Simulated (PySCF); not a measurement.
## Unknowns

- J couplings at B3LYP/pcJ-1 (spin–dipole term left out of most H,H and C,H couplings)
- GIAO PBE0/pcSseg-1 shieldings
- GFN2-xTB structure
- program: PySCF 2.14
- single conformer, averaged over atoms made equivalent by symmetry, fast rotation or ring inversion, non-relativistic, isolated molecule

Chemical shifts δ = σref − σ; 1H and 13C vs TMS, all at this level. Multiplet labels drop J under 1 Hz and among equivalent protons, and merge close values. Unscaled 3J(H,H) run several per cent high. Splittings of carbon signals by F and P are missing where no couplings were computed. Where no couplings were computed, multiplicities follow the n + 1 count of equivalent neighbours, and m marks all less simple cases (inequivalent or close neighbours, rings, F or P nearby). Shifts are as computed. Against solution values, carbons near 30 ppm lie about +3 ppm off and those near 130 ppm about +5 ppm (rms about the fit 2.1 ppm; single classes can miss by 10 ppm). Of 1328 compounds with measured shifts, 309 miss one by over three times the rms of a fit or turn the order of signals round; such compounds aren't used in these exercises. Signals without a measured value on file couldn't be tested in this way; 1H shifts scatter by 0.2 ppm about their fit, and single ones miss by 0.5 ppm.

Question: C$_{5}$H$_{4}$O$_{2}$. 1H NMR (300 MHz, computed): δ 8.22 (s, 1H), 6.75 (dd, J = 2.9, 1.6 Hz, 1H), 3.98 (dd, J = 4.1, 1.6 Hz, 1H), 3.88 (dd, J = 4.1, 2.9 Hz, 1H). 13C{1H} NMR (computed): δ 161.5 (CH), 152.5 (C), 122.2 (C), 115.6 (CH), 62.6 (CH2). Identify the compound.

Answer: SMILES C1(=C)C=C1OC=O. The formula gives 4 degrees of unsaturation (1 ring in the answer). 5 carbon signals for 5 carbons: no two carbons are equivalent. Carbon types of the structure: 2 × C, 2 × CH, 1 × CH2, which accounts for all hydrogens. δC 161.5: ester carbonyl carbon; it is a carbonyl in resonance with an O or N lone pair, the region of acids, esters and amides. δC 152.5: alkene carbon bearing oxygen; an sp2 carbon further deshielded by the attached heteroatom. δC 122.2: fully substituted alkene carbon; the olefinic region. δC 62.6: terminal =CH2 carbon. The protons at 3.98 and 3.88 share a coupling of 4.1 Hz (geminal).

This is the structure that produced the data.

Question: C$_{7}$H$_{7}$FO. 1H NMR (300 MHz, computed): δ 7.57 (m, 1H), 7.30 (d, 1H), 5.91 (m, 1H), 4.78 (m, 1H), 1.71 (s, 3H). 13C{1H} NMR (computed): δ 201.4 (C), 162.1 (CH), 154.7 (CH), 122.9 (CH), 93.2 (C), 84.8 (CH), 19.2 (CH3). Identify the compound.

Answer: `C[C@@]12C=C[C@@H](O1)C(F)=C2`. The formula gives 4 degrees of unsaturation (2 rings in the answer). 7 carbon signals for 7 carbons: no two carbons are equivalent. Carbon types of the structure: 2 × C, 4 × CH, 1 × CH3, which accounts for all hydrogens. δC 201.4: fully substituted alkene carbon. δC 162.1, 154.7, 122.9: alkene CH; an sp2 carbon of a C=C bond. δC 93.2: allylic fully substituted sp3 carbon bonded to O; pulled downfield by the heteroatom. δC 84.8: allylic sp3 CH bonded to O; pulled downfield by the heteroatom.

This is the structure that produced the data. Such data don't tell enantiomers apart.
